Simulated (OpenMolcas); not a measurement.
## A ladder of methods for BSiH3OF2 (SMILES FB(F)O[SiH3])

BSiH3OF2 has 8 atoms, charge 0, and is taken as a singlet. SMILES: `FB(F)O[SiH3]`. Geometry: relaxed at PBE0-D4/def2-TZVP.

Quantity: the dipole moment, in D. The values are calculated.

```csv
level,kind,program,value (D)
SVWN5/cc-pVDZ,LDA,OpenMolcas,1.71
revPBE/cc-pVDZ,GGA,OpenMolcas,1.60
M06-L/cc-pVDZ,meta-GGA,OpenMolcas,1.81
TPSS/cc-pVDZ,meta-GGA,OpenMolcas,1.61
B3LYP/cc-pVDZ,global hybrid,OpenMolcas,1.75
BHLYP/cc-pVDZ,global hybrid,OpenMolcas,1.90
M06-2X/cc-pVDZ,hybrid meta-GGA,OpenMolcas,1.83
PBE0/cc-pVDZ,global hybrid,OpenMolcas,1.79
```

The values span 1.60 to 1.90 D. Magnitudes only.
